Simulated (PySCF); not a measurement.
A GIAO shielding run with PySCF 2.14.0 with density-fitted response routines (density fitting, non-relativistic, gas phase) on SMILES C/C=C/[C@H]1CC[SiH2]N1, C₆H₁₃NSi:

```
$ OMP_NUM_THREADS=1 python probes_run.py task.json out

{"job": {"kind": "nmr", "xc": "PBE0", "basis": "pcSseg-1"}, "charge": 0, "multiplicity": 1}
C      3.352794     0.427137     0.271969
C      2.148968    -0.114989    -0.424700
C      0.899027     0.082951    -0.040956
C     -0.308388    -0.455388    -0.751970
C     -1.160996    -1.337761     0.170912
C     -2.020869    -0.436758     1.056316
Si    -2.392906     1.063881    -0.050409
N     -1.192747     0.612866    -1.189991
H      3.901772     1.095607    -0.391602
H      4.025530    -0.384010     0.549963
H      3.071760     0.974670     1.168255
H      2.353356    -0.715076    -1.303662
H      0.679734     0.688954     0.828113
H      0.020171    -1.032036    -1.627733
H     -0.523930    -2.005299     0.754015
H     -1.813881    -1.947987    -0.455214
H     -2.904616    -0.969735     1.399988
H     -1.466696    -0.139718     1.946469
H     -2.184522     2.333271     0.661333
H     -3.707237     1.048140    -0.697746
H     -0.785244     1.228223    -1.873820
```

Hardware: 1 thread of an Arm Neoverse N1, shared host. The job also computes population analyses, field gradients, ring-centre shieldings.

Q: How large is the calculation?

A: 70 electrons, 208 basis functions and 1093 auxiliary functions.

Q: How long does it take, and how much memory does it need?

A: 83 s of wall time, with 14 SCF cycles and 4 response iterations; peak memory 0.93 GiB. Times on a shared host scatter by some tens of per cent.
